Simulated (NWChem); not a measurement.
System: P2H cation; SMILES P#[PH+]

All runs: NWChem. Medium grid unless said otherwise, to which SCAN and Minnesota functionals are sensitive. Coordinates come from a PBE-D3(BJ)/def2-SVP optimisation.

**Question.** Order these by “highest occupied level (eV)”, lowest first: B3LYP/def2-TZVP; MN15-L/def2-TZVP; MPW1K/def2-TZVP; PBE/def2-TZVP; PW6B95/def2-TZVP.

**Answer.** MPW1K/def2-TZVP (-15.64), PW6B95/def2-TZVP (-14.95), B3LYP/def2-TZVP (-14.66), MN15-L/def2-TZVP (-14.15), PBE/def2-TZVP (-13.92)
